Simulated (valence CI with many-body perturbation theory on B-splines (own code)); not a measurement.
# Level structure of Os LXXI

Level of theory: valence CI with perturbative core correlation (CI+MBPT): four valence electrons over a frozen Dirac-Fock core [He], radial functions for each j: 9 s, 9 p, 8 d, 6 f, 3 g, 1 h, with the one-electron correlation potential Σ1 (screened to all orders), the two-electron term Σ2, the three-electron term Σ3, Breit, model QED; selected single and double excitations, second order for the rest, scaled by the run's own slope (own B-spline code, finite nucleus).

The last digits are not significant, and no measured levels were compared; by estimate large intervals hold to a few tenths of a per cent, small ones and those within an open d or f shell to about a per cent.

Levels 1 to 40 of 40, with energies above the lowest level, (2s^2 2p1/2^2) J=0. "Leading %" is the weight of the configuration and term that name the level; weights of strongly mixed levels are sums over their largest components and can fall short, so below about 35 % the name and the second component can differ from the true leading terms, or belong to a minority configuration. In the jj column 3d3/2^4 stands for four electrons in 3d with j = 3/2. Lifetimes count E1, E2, E3, M1 and M2 decay at the calculated energies, and are blank where another channel may lead or the interval is too uncertain; long ones can be off by a factor of two.

| No. | Configuration | Term | J | E (eV) | Leading % | Lifetime | Leading jj | g |
| --- | --- | --- | --- | --- | --- | --- | --- | --- |
| 1 | 2s²2p² | ³P | 0 | 0 | 68 |  | 2s^2 2p1/2^2 (100 %) |  |
| 2 | 2s²2p² | ³P | 1 | 1598 | 100 | 40.2 ps | 2s^2 2p1/2 2p3/2 (100 %) | 1.466 |
| 3 | 2s²2p² | ¹D | 2 | 1616 | 65 | 6.79 ns | 2s^2 2p1/2 2p3/2 (100 %) | 1.131 |
| 4 | 2s2p³ | ³P° | 2 | 1914 | 49 | 28.0 ps | 2s 2p1/2^2 2p3/2 (100 %) | 1.486 |
| 5 | 2s2p³ | ¹P° | 1 | 2005 | 31 | 61.2 fs | 2s 2p1/2^2 2p3/2 (100 %) | 1.112 |
| 6 | 2s²2p² | ³P | 2 | 3240 | 65 | 9.61 ps | 2s^2 2p3/2^2 (99 %) | 1.289 |
| 7 | 2s²2p² | ¹S | 0 | 3306 | 67 | 8.68 ps | 2s^2 2p3/2^2 (99 %) |  |
| 8 | 2s2p³ | ⁵S° | 2 | 3482 | 50 | 262 fs | 2s 2p1/2 2p3/2^2 (100 %) | 1.545 |
| 9 | 2s2p³ | ³D° | 3 | 3527 | 100 | 276 fs | 2s 2p1/2 2p3/2^2 (100 %) | 1.291 |
| 10 | 2s2p³ | ³P° | 0 | 3594 | 100 | 78.3 fs | 2s 2p1/2 2p3/2^2 (100 %) |  |
| 11 | 2s2p³ | ³S° | 1 | 3617 | 53 | 39.7 fs | 2s 2p1/2 2p3/2^2 (100 %) | 1.298 |
| 12 | 2s2p³ | ¹D° | 2 | 3626 | 74 | 40.6 fs | 2s 2p1/2 2p3/2^2 (100 %) | 1.042 |
| 13 | 2s2p³ | ³P° | 1 | 3631 | 64 | 70.1 fs | 2s 2p1/2 2p3/2^2 (100 %) | 1.289 |
| 14 | 2p⁴ | ³P | 2 | 3960 | 67 | 42.3 fs | 2p1/2^2 2p3/2^2 (99 %) | 1.302 |
| 15 | 2p⁴ | ¹S | 0 | 4028 | 65 | 38.4 fs | 2p1/2^2 2p3/2^2 (99 %) |  |
| 16 | 2s2p³ | ³P° | 2 | 5188 | 51 | 82.2 fs | 2s 2p3/2^3 (100 %) | 1.434 |
| 17 | 2s2p³ | ¹P° | 1 | 5277 | 36 | 32.9 fs | 2s 2p3/2^3 (100 %) | 1.150 |
| 18 | 2p⁴ | ³P | 1 | 5575 | 100 | 27.0 fs | 2p1/2 2p3/2^3 (100 %) | 1.467 |
| 19 | 2p⁴ | ¹D | 2 | 5594 | 68 | 27.8 fs | 2p1/2 2p3/2^3 (100 %) | 1.119 |
| 20 | 2p⁴ | ³P | 0 | 7247 | 65 | 20.3 fs | 2p3/2^4 (100 %) |  |
| 21 | 2s²2p3s | ³P° | 0 | 11086 | 100 | 3.79 fs | 2s^2 2p1/2 3s (100 %) |  |
| 22 | 2s²2p3s | ³P° | 1 | 11089 | 67 | 3.13 fs | 2s^2 2p1/2 3s (100 %) | 1.298 |
| 23 | 2s²2p3p | ³D | 1 | 11178 | 74 | 244 fs | 2s^2 2p1/2 3p1/2 (100 %) | 0.630 |
| 24 | 2s²2p3p | ³P | 0 | 11229 | 67 | 132 fs | 2s^2 2p1/2 3p1/2 (99 %) |  |
| 25 | 2s2p²3s | ⁵P | 1 | 11375 | 41 | 3.81 fs | 2s 2p1/2^2 3s (99 %) | 1.995 |
| 26 | 2s2p²3s | ³P | 0 | 11415 | 68 | 4.07 fs | 2s 2p1/2^2 3s (99 %) |  |
| 27 | 2s2p²3p | ³P° | 1 | 11476 | 33 | 1.64 fs | 2s 2p1/2^2 3p1/2 (99 %) | 1.332 |
| 28 | 2s2p²3p | ³P° | 0 | 11477 | 52 | 151 fs | 2s 2p1/2^2 3p1/2 (99 %) |  |
| 29 | 2s²2p3p | ³D | 2 | 11674 | 52 | 156 fs | 2s^2 2p1/2 3p3/2 (100 %) | 1.142 |
| 30 | 2s²2p3p | ³P | 1 | 11675 | 49 | 192 fs | 2s^2 2p1/2 3p3/2 (99 %) | 1.496 |
| 31 | 2s²2p3d | ³F° | 2 | 11742 | 75 | 3.35 fs | 2s^2 2p1/2 3d3/2 (100 %) | 0.740 |
| 32 | 2s²2p3d | ³D° | 1 | 11769 | 50 | 406 as | 2s^2 2p1/2 3d3/2 (100 %) | 0.826 |
| 33 | 2s²2p3d | ³P° | 2 | 11880 | 47 | 584 as | 2s^2 2p1/2 3d5/2 (98 %) | 1.283 |
| 34 | 2s²2p3d | ³F° | 3 | 11884 | 46 | 591 as | 2s^2 2p1/2 3d5/2 (100 %) | 1.091 |
| 35 | 2s2p²3p | ³P° | 2 | 11967 | 36 | 21.6 fs | 2s 2p1/2^2 3p3/2 (98 %) | 1.489 |
| 36 | 2s2p²3p | ³D° | 1 | 11972 | 30 | 1.70 fs | 2s 2p1/2^2 3p3/2 (100 %) | 1.140 |
| 37 | 2s2p²3d | ³D | 1 | 12033 | 47 | 3.71 fs | 2s 2p1/2^2 3d3/2 (100 %) | 0.472 |
| 38 | 2s2p²3d | ³D | 2 | 12039 | 30 | 3.10 fs | 2s 2p1/2^2 3d3/2 (99 %) | 1.103 |
| 39 | 2s2p²3d | ³D | 3 | 12168 | 38 | 592 as | 2s 2p1/2^2 3d5/2 (100 %) | 1.324 |
| 40 | 2s2p²3d | ³F | 2 | 12186 | 26 | 604 as | 2s 2p1/2^2 3d5/2 (99 %) | 1.034 |

The ionisation energy to 2s²2p ²P°1/2 of the next ion comes out as 19604 eV (NIST: 19600 ± 60 eV (theoretical)). All 40 levels together are meant to be complete up to 12211 eV.
